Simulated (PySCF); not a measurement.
# Vibration and rotation of NaTl⁺

UHF-CCSD(T) constants of NaTl⁺, ²Σ⁺ (doublet), unpaired electrons σ ↑ (basis Na def2-SVPD, Tl def2-SVPD with ECP60; scalar-relativistic core potentials; PySCF 2.14; masses 22.9898 and 204.9744 u):

- ωe: 92.2 cm⁻¹
- ωexe: 0.243 cm⁻¹
- Be: 0.061551 cm⁻¹
- αe: 0.000335 cm⁻¹
- D (centrifugal): 1.1e-07 cm⁻¹

**Question.** Give the vibrational terms G(v) and spacings up to v = 6.

**Answer.** G(v) = ωe(v+½) − ωexe(v+½)².

```
v  G(v) (cm⁻¹)  G(v) − G(v−1)  Bv (cm⁻¹)
0         46.0                   0.06138
1        137.8           91.7    0.06105
2        229.0           91.2    0.06071
3        319.7           90.7    0.06038
4        410.0           90.3    0.06004
5        499.7           89.8    0.05971
6        589.0           89.3    0.05937
```

Correlated steps freeze 5 core orbitals. These are scalar-relativistic numbers at best; spin–orbit coupling would shift them, the dissociation energy most. The state is the lowest determinant that a PBE0 search found; another state may lie lower at other levels.
